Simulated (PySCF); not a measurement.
B(Br)2(Me) (CH3BBr2), SMILES CB(Br)Br.

Coordinates come from a PBE-D3(BJ)/def2-SVP optimisation.

Computed with PBE-D3(BJ)/def2-SVP (PySCF 2.14.0).

Frequencies are harmonic and unscaled.

Computed normal modes with their intensities:
| mode | ν (cm⁻¹) | IR (km/mol) | moving atoms (share of kinetic energy) |
|---|---|---|---|
| 1 | 47 | 0.3 | H 98 % |
| 2 | 170 | 0.1 | Br 86 % |
| 3 | 242 | 0.0 | C 46 %, H 31 %, Br 22 % |
| 4 | 354 | 0.2 | B 66 %, H 29 % |
| 5 | 422 | 7.6 | C 41 %, Br 26 %, B 21 %, H 11 % |
| 6 | 693 | 110.8 | B 48 %, H 37 % |
| 7 | 779 | 12.6 | H 59 %, B 21 %, C 20 % |
| 8 | 950 | 221.4 | B 44 %, H 39 %, C 15 % |
| 9 | 1059 | 88.3 | B 62 %, H 27 %, C 11 % |
| 10 | 1270 | 85.4 | H 65 %, C 29 % |
| 11 | 1361 | 0.5 | H 97 % |
| 12 | 1381 | 8.3 | H 93 % |
| 13 | 2963 | 1.4 | H 96 % |
| 14 | 3048 | 2.8 | H 92 %, C 8 % |
| 15 | 3094 | 2.2 | H 90 %, C 10 % |
